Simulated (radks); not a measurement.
Task: The thallium ion Tl4+, 77 electrons, occupied as [Xe] 4f14 5d8.75 6d0.25 (fractional occupations, a model configuration). Method: Dirac Kohn-Sham, XLYP, spin-unpolarised, spherical densities, finite nucleus; open shells are shared between the two j in proportion to 2j + 1; Fermi nuclear charge, rms radius 5.4759 fm; computed with a radial shooting solver on a logarithmic mesh with Libxc functionals. Some entries of the table are withheld. Estimate them.

orbital,occ.,eigenvalue (hartree),<r> (bohr)
1s1/2,2,-3141.881,0.01632
2s1/2,2,-560.4559,0.06807
2p1/2,2,-538.2785,0.05588
2p3/2,4,-462.3462,0.06468
3s1/2,2,-135.1169,0.1770
3p1/2,2,-125.0663,(1)
3p3/2,4,-108.1861,(2)
3d3/2,4,-91.52072,0.1595
3d5/2,6,-87.91519,0.1644
4s1/2,2,(3),0.3915
4p1/2,2,-27.19210,(4)
4p3/2,4,-23.08658,(5)
4d3/2,4,-15.98630,(6)
4d5/2,6,-15.22022,(7)
5s1/2,2,-6.56008,0.8746
4f5/2,6,-6.05332,(8)
4f7/2,8,-5.88406,(9)
5p1/2,2,-5.09412,0.9352
5p3/2,4,-4.33649,1.025
5d3/2,3.5,-2.29783,1.271
5d5/2,5.25,-2.20607,1.310
6s1/2,0,-1.77267,2.065
6p1/2,0,-1.41453,2.339
6p3/2,0,-1.30121,2.526
6d3/2,0.1,-0.85139,3.331
6d5/2,0.15,-0.83711,3.390
5f5/2,0,-0.72216,2.940
5f7/2,0,-0.71969,2.959

Result: 
(1) 3p1/2 <r> (bohr): 0.1674
(2) 3p3/2 <r> (bohr): 0.1835
(3) 4s1/2 eigenvalue (hartree): -31.53092
(4) 4p1/2 <r> (bohr): 0.3931
(5) 4p3/2 <r> (bohr): 0.4274
(6) 4d3/2 <r> (bohr): 0.4333
(7) 4d5/2 <r> (bohr): 0.4444
(8) 4f5/2 <r> (bohr): 0.4641
(9) 4f7/2 <r> (bohr): 0.4706
